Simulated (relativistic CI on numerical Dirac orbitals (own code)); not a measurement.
## Pt⁺: 4f photoemission

Computed with this model: Dirac-Coulomb-Breit CI, separate exchange-only KLI orbitals for each configuration, a model potential for QED, multiplet model of photoemission in the sudden approximation, unscaled Slater integrals; configurations [Xe] 4f14 5d9 → [Xe] 4f13 5d9; 300 K; Lorentzian 0.35 eV and Gaussian 0.5 eV FWHM. Energies are those of the free ion, without screening or charge transfer. The energies are binding energies and can lie tens of eV above those of solids. S is read from ⟨S²⟩ = S(S + 1).

Field parameters in Wybourne normalisation: D4h B²₀ = −7Ds, B⁴₀ = 21(Dq − Dt), B⁴₄ = 21√(5/14) Dq. The field is a parameter set, without covalency.

Computed curve for free ion, scaled to 100 at the maximum (points under 2 are left out and the grid is thinned):

```
Energy (eV)  Intensity
       83.9        2.2
       84.1        2.7
       84.3        3.6
       84.5        5.0
       84.7        7.8
       84.9       13.8
       85.1       26.0
       85.3       43.1
       85.5       61.3
       85.7       82.7
       85.9       99.6
       86.1       93.6
       86.3       66.7
       86.5       38.1
       86.7       20.7
       86.9       14.4
       87.1       14.5
       87.3       16.2
       87.5       15.6
       87.7       13.4
       87.8       12.4
       88.0       11.1
       88.2       11.5
       88.4       16.0
       88.6       27.5
       88.8       42.9
       89.0       52.1
       89.2       50.1
       89.4       41.4
       89.6       35.0
       89.8       38.6
       90.0       45.7
       90.2       41.2
       90.4       27.3
       90.6       15.7
       90.8        9.0
       91.0        5.4
       91.2        3.5
       91.4        2.5
       91.6        2.0
```

The ground state has S = 0.50, and the centroid lies at 87.49 eV.
